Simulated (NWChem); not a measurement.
The numbers come from NWChem runs, not from measurements. System: CClF3, charge 0, spin multiplicity 1, displaced from the optimised geometry. Level: CCSD(T)/cc-pVDZ, 9 core orbitals frozen, spin-restricted.

Job file:

```
start mol
memory heap 100 mb stack 700 mb global 1900 mb
geometry units angstroms nocenter noautoz noautosym
  F      0.561756    -0.847807     1.072132
  C     -0.024411    -0.352467     0.000000
  F      0.473831    -0.773506    -0.911312
  F     -1.290792    -0.719492     0.000000
  Cl     0.097175     1.402986     0.000000
end
basis spherical
  * library cc-pvdz
end
scf
  rhf
  nopen 0
  maxiter 100
  thresh 1e-7
  semidirect memsize 60000000 filesize 0
end
ccsd
  freeze core 9
  maxiter 60
end
task ccsd(t) energy
```

Output (cleaned and shortened):

```
             Northwest Computational Chemistry Package (NWChem) 7.3.0
             --------------------------------------------------------

                                NWChem Input Module
                                -------------------

 Scaling coordinates for geometry "geometry" by  1.889725989
 (inverse scale =  0.529177249)

                             Geometry "geometry" -> ""
                             -------------------------

 Output coordinates in angstroms (scale by  1.889725989 to convert to a.u.)

  No.       Tag          Charge          X              Y              Z
 ---- ---------------- ---------- -------------- -------------- --------------
    1 F                    9.0000     0.56175600    -0.84780700     1.07213200
    2 C                    6.0000    -0.02441100    -0.35246700     0.00000000
    3 F                    9.0000     0.47383100    -0.77350600    -0.91131200
    4 F                    9.0000    -1.29079200    -0.71949200     0.00000000
    5 Cl                  17.0000     0.09717500     1.40298600     0.00000000

 Effective nuclear repulsion energy (a.u.)     260.3913024910

            Nuclear Dipole moment (a.u.)
            ----------------------------
        X                 Y               Z
 ---------------- ---------------- ----------------
    -1.4954082049     1.2636881145     2.7351516014


 Summary of "ao basis" -> "" (spherical)
 ------------------------------------------------------------------------------
       Tag                 Description            Shells   Functions and Types
 ---------------- ------------------------------  ------  ---------------------
 *                          cc-pvdz                   on all atoms

 Summary of "ao basis" -> "ao basis" (spherical)
 ------------------------------------------------------------------------------
       Tag                 Description            Shells   Functions and Types
 ---------------- ------------------------------  ------  ---------------------
 F                          cc-pvdz                  6       14   3s2p1d
 C                          cc-pvdz                  6       14   3s2p1d
 Cl                         cc-pvdz                  8       18   4s3p1d

                                 NWChem SCF Module
                                 -----------------

  ao basis        = "ao basis"
  functions       =    74
  atoms           =     5
  closed shells   =    25
  open shells     =     0
  charge          =   0.00
  wavefunction    = RHF
  use symmetry    = F
  symmetry adapt  = F

 Summary of "ao basis" -> "ao basis" (spherical)
 ------------------------------------------------------------------------------
       Tag                 Description            Shells   Functions and Types
 ---------------- ------------------------------  ------  ---------------------
 F                          cc-pvdz                  6       14   3s2p1d
 C                          cc-pvdz                  6       14   3s2p1d
 Cl                         cc-pvdz                  8       18   4s3p1d

 Forming initial guess at       0.0s

      Superposition of Atomic Density Guess
      -------------------------------------

 Sum of atomic energies:        -795.29279114

      Non-variational initial energy
      ------------------------------

 Total energy =    -797.176689
 1-e energy   =   -1622.007408
 2-e energy   =     564.439416
 HOMO         =      -0.429068
 LUMO         =       0.167842

 Starting SCF solution at       1.2s
[...]
 number of integral evaluations           1
 number of occupied per triples pass     16
 number of triples passes                 1

 commencing integral evaluation        1 at          49.17
  symmetry use  F
task         2 out of       528 done   0%  at       0.0 secs
task        27 out of       528 done   5%  at       0.4 secs
task        53 out of       528 done  10%  at       0.6 secs
task        80 out of       528 done  15%  at       0.8 secs
task       106 out of       528 done  20%  at       0.9 secs
task       132 out of       528 done  25%  at       1.1 secs
task       159 out of       528 done  30%  at       1.2 secs
task       185 out of       528 done  35%  at       1.4 secs
task       212 out of       528 done  40%  at       1.7 secs
task       238 out of       528 done  45%  at       2.0 secs
task       264 out of       528 done  50%  at       2.3 secs
task       291 out of       528 done  55%  at       2.5 secs
task       317 out of       528 done  60%  at       2.7 secs
task       344 out of       528 done  65%  at       2.9 secs
task       370 out of       528 done  70%  at       3.1 secs
task       396 out of       528 done  75%  at       3.4 secs
task       423 out of       528 done  80%  at       3.6 secs
task       449 out of       528 done  85%  at       3.7 secs
task       476 out of       528 done  90%  at       3.8 secs
task       502 out of       528 done  95%  at       3.9 secs
task       528 out of       528 done 100%  at       4.0 secs
 commencing triples evaluation - blocking       1
 ccsd(t): done        1 out of       49 progress:    2.0%
 ccsd(t): done        2 out of       49 progress:    4.1%
 ccsd(t): done        3 out of       49 progress:    6.1%
 ccsd(t): done        4 out of       49 progress:    8.2%
 ccsd(t): done        5 out of       49 progress:   10.2%
 ccsd(t): done        6 out of       49 progress:   12.2%
 ccsd(t): done        7 out of       49 progress:   14.3%
 ccsd(t): done        8 out of       49 progress:   16.3%
 ccsd(t): done        9 out of       49 progress:   18.4%
 ccsd(t): done       10 out of       49 progress:   20.4%
 ccsd(t): done       11 out of       49 progress:   22.4%
 ccsd(t): done       12 out of       49 progress:   24.5%
 ccsd(t): done       13 out of       49 progress:   26.5%
 ccsd(t): done       14 out of       49 progress:   28.6%
 ccsd(t): done       15 out of       49 progress:   30.6%
 ccsd(t): done       16 out of       49 progress:   32.7%
 ccsd(t): done       17 out of       49 progress:   34.7%
 ccsd(t): done       18 out of       49 progress:   36.7%
 ccsd(t): done       19 out of       49 progress:   38.8%
 ccsd(t): done       20 out of       49 progress:   40.8%
 ccsd(t): done       21 out of       49 progress:   42.9%
 ccsd(t): done       22 out of       49 progress:   44.9%
 ccsd(t): done       23 out of       49 progress:   46.9%
 ccsd(t): done       24 out of       49 progress:   49.0%
 ccsd(t): done       25 out of       49 progress:   51.0%
 ccsd(t): done       26 out of       49 progress:   53.1%
 ccsd(t): done       27 out of       49 progress:   55.1%
 ccsd(t): done       28 out of       49 progress:   57.1%
 ccsd(t): done       29 out of       49 progress:   59.2%
 ccsd(t): done       30 out of       49 progress:   61.2%
 ccsd(t): done       31 out of       49 progress:   63.3%
 ccsd(t): done       32 out of       49 progress:   65.3%
 ccsd(t): done       33 out of       49 progress:   67.3%
 ccsd(t): done       34 out of       49 progress:   69.4%
 ccsd(t): done       35 out of       49 progress:   71.4%
 ccsd(t): done       36 out of       49 progress:   73.5%
 ccsd(t): done       37 out of       49 progress:   75.5%
 ccsd(t): done       38 out of       49 progress:   77.6%
 ccsd(t): done       39 out of       49 progress:   79.6%
 ccsd(t): done       40 out of       49 progress:   81.6%
 ccsd(t): done       41 out of       49 progress:   83.7%
 ccsd(t): done       42 out of       49 progress:   85.7%
 ccsd(t): done       43 out of       49 progress:   87.8%
 ccsd(t): done       44 out of       49 progress:   89.8%
 ccsd(t): done       45 out of       49 progress:   91.8%
 ccsd(t): done       46 out of       49 progress:   93.9%
 ccsd(t): done       47 out of       49 progress:   95.9%
 ccsd(t): done       48 out of       49 progress:   98.0%
 ccsd(t): done       49 out of       49 progress:  100.0%
 Time for integral evaluation pass     1        4.00
 Time for triples evaluation pass      1        7.08

 pseudo-e(mp4)  -0.17990271939264E-01
 pseudo-e(mp5)   0.13863498864390E-02
        e(t)    -0.16603922052825E-01

 --------------
 CCSD(T) Energy
 --------------
 Reference energy:                    -795.655430733957928

 CCSD corr. energy:                     -0.829830528496285
 T(CCSD) corr. energy:                  -0.017990271939264
 Total CCSD+T(CCSD) energy:           -796.503251534393485

 CCSD corr. energy:                     -0.829830528496285
 (T) corr. energy:                      -0.016603922052825
 Total CCSD(T) energy:                -796.501865184506983

 routine      calls  cpu(0)   cpu-min  cpu-ave  cpu-max   i/o
 aoccsd          1     0.02     0.02     0.02     0.02    0.00
 iterdrv         1     0.02     0.02     0.02     0.02    0.00
 pampt          11     0.09     0.09     0.09     0.09    0.00
 t2pm           11     0.18     0.18     0.18     0.18    0.00
 sxy            11     0.28     0.28     0.28     0.28    0.00
 ints      3057846    34.91    34.91    34.91    34.91    0.00
 t2eri        5808     7.33     7.33     7.33     7.33    0.00
 idx2         5808     1.01     1.01     1.01     1.01    0.00
 idx34          11     0.15     0.15     0.15     0.15    0.00
 ht2pm          11     0.25     0.25     0.25     0.25    0.00
 itm            11     1.42     1.42     1.42     1.42    0.00
 pdiis          11     0.03     0.03     0.03     0.03    0.00
 triples         1     0.00     0.00     0.00     0.00    0.00
 rdtrpo          1     0.01     0.01     0.01     0.01    0.00
 trpmos          1     4.00     4.00     4.00     4.00    0.00
 trpdrv          1     0.88     0.88     0.88     0.88    0.00
 dovvv      213248     2.84     2.84     2.84     2.84    0.00
 doooo      213248     1.12     1.12     1.12     1.12    0.00
 tengy      200704     2.14     2.14     2.14     2.14    0.00
 Total                56.70    56.70    56.70    56.70    0.00

 Task  times  cpu:       61.9s     wall:       61.9s

 Total times  cpu:       61.9s     wall:       61.9s
```
